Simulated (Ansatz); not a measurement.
C$_{2}$H$_{6}$F$_{2}$Si$_{2}$ (`C=C[SiH2][SiH](F)F`) from Hartree–Fock to CCSD(T)

Cartesian coordinates in Å:
```
C -0.580 -2.226 -0.471
C 0.366 -1.317 -0.250
Si 0.166 0.096 0.942
Si 0.096 2.107 -0.264
F 0.080 3.357 0.727
F 1.422 2.232 -1.144
H -0.450 -3.030 -1.190
H -1.527 -2.208 0.061
H 1.294 -1.390 -0.814
H 1.300 0.169 1.903
H -1.113 -0.060 1.687
H -1.053 2.269 -1.187
```

Charge 0, multiplicity 1. The geometry is a stationary point of PBE0-D4/def2-TZVP. It is one conformer, not always the lowest. Frozen core, restricted reference, Ansatz. CBS rows extrapolate triple and quadruple zeta; past MP2 they add the triple-zeta difference.

| basis | HF (Eh) | MP2 corr. |
| --- | --- | --- |
| def2-TZVPP | -856.23291 | -1.05757 |
| def2-QZVPP | -856.26451 | -1.14604 |

**Question.** Estimate the CCSD correlation energy and the (T) correction in each basis where they were run (hartree).

**Answer.** 
```csv
basis,CCSD corr.,(T)
def2-TZVPP,-1.10510,-0.03940
CBS(def2),-1.25911,as TZ
```
